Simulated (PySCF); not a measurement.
NMR data simulated for an unnamed compound:

1H NMR (500 MHz, computed): δ 5.84 (m, 1H), 5.68 (m, 1H), 5.16 (m, 1H), 5.10 (m, 1H), 2.53 (m, 1H), 0.87 (m, 2H), 0.41 (m, 3H).

13C{1H} NMR (computed): δ 138.1 (CH), 127.1 (CH2), 124.0 (C), 23.8 (CH), -6.1 (CH3).

A single conformation, one averaged value for each set of equivalent atoms, no solvent, no relativistic terms. Geometry from GFN2-xTB; shieldings: GIAO PBE0/pcSseg-1; PySCF.

References, each an isolated molecule treated in the same way: 1H (σ = 31.72 ppm) and 13C (σ = 186.93 ppm) vs TMS.

Which of these does the molecule contain: a Si–H bond, an aldehyde, a CF3 group, a vinyl group CH=CH2, an ester, a non-aromatic C=C double bond?

## Answers


- A Si–H bond: yes (δH 5.10 (m)).
- An aldehyde: no.
- A CF3 group: no.
- A vinyl group CH=CH2: yes (δC 127.1, 138.1; δH 5.16 (m), 5.68 (m), 5.84 (m)).
- An ester: no.
- A non-aromatic C=C double bond: yes.

The data belong to `InChI=1S/C5H10NPSi/c1-3-5(4-6)8(2)7/h3,5,8H,1,7H2,2H3/t5-,8+/m0/s1`; they needn't prove each group on their own.

Carbon signals by region: 3 in the sp2 and nitrile region (100–160 ppm), 2 below 50 ppm.

Splittings by 31P in the carbon and heteronuclear signals aren't shown, as no couplings were computed. Shifts are as computed. Against solution values, carbons near 30 ppm lie about +3 ppm off and those near 130 ppm about +5 ppm. Of 1211 compounds with measured shifts, 218 miss one by over three times the rms of a fit or turn the order of signals round; such compounds aren't used in these exercises. Multiplicities follow the n + 1 count of equivalent neighbours, as no J values were calculated; m marks all less simple cases, F and P coupling included.
